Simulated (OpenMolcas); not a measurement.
## C, Si, Ge, Sn, Pb: ns2 np2 down the group

* Program: OpenMolcas 26.06
* Method: RASSCF
* Basis: ANO-RCC-VTZP
* Scalar Hamiltonian: DKH2, point nucleus
* Spin-orbit coupling: RASSI with atomic mean-field integrals over the reference wave functions, term energies averaged over their components

Active space for each ion: 4 electrons in 9 orbitals (RAS2 s p; RAS3 d, at most 2 electrons).

Computed levels in cm-1 above 3P0:

```tsv
Level	C	Si	Ge	Sn	Pb
3P1	15.1	66.9	487	1393	6425
3P2	45.0	196	1281	3095	9997
1D2	12676	8693	9457	10257	20003
1S0	26414	19438	20394	19888	29698
weight of 3P in the lowest level (%)	100	100	100	98	89
```

Mixed levels, with the weight of the term that names them: Pb 3P2 (70 %), Pb 1D2 (70 %).

Measured, with the error of the calculation in %. Measured levels: C, Si, Ge, Sn, Pb from NIST Handbook of Basic Atomic Spectroscopic Data.

```tsv
Level	C	Si	Ge	Sn	Pb
3P1	16.4 (-8.3)	77.1 (-13.3)	557 (-12.6)	1692 (-17.7)	7819 (-17.8)
3P2	43.4 (+3.6)	223 (-12.1)	1410 (-9.2)	3428 (-9.7)	10650 (-6.1)
1D2	10193 (+24.4)	6299 (+38.0)	7125 (+32.7)	8613 (+19.1)	21458 (-6.8)
1S0	21648 (+22.0)	15394 (+26.3)	16367 (+24.6)	17162 (+15.9)	29467 (+0.8)
```

The fine-structure level 3P2 changes by a factor of 222 from C to Pb.

Without spin-orbit coupling 1D lies 12645, 8560, 8509, 7592, 7346 cm-1 above 3P in that order; the difference to the level 1D2, of either sign, comes from spin-orbit coupling, which also lowers the zero.

Without dynamic correlation excited terms often stand tens of per cent too high (terms of higher spin than the ground term too low), and those without a measured partner can miss by more than the paired ones (holds for C; Si; Ge). Active for correlation alone: 3d; no level in the range computed is led by a configuration that fills it, so any true level of that kind is missing (holds for C). The run also gave levels led by 3s2 3p 3d, which use shells meant for correlation; these and all levels above them are left out (holds for Si). Active for correlation alone: 4d; no level in the range computed is led by a configuration that fills it, so any true level of that kind is missing (holds for Ge). Some high roots are left out of the spin-orbit mixing, which shifts the levels that they would mix with (holds for Sn; Pb). Active for correlation alone: 5d; no level in the range computed is led by a configuration that fills it, so any true level of that kind is missing (holds for Sn). Active for correlation alone: 6d; no level in the range computed is led by a configuration that fills it, so any true level of that kind is missing (holds for Pb). Measured partners are found by configuration, term and J. A level has none where our copy of the source lacks it or the pairing is in doubt (some pairs that miss far off the trend of their configuration count as doubtful), and it then counts in no deviation. Where the source uses jj or jK labels, the order within each J decides. Levels of configurations outside the active space are missing.
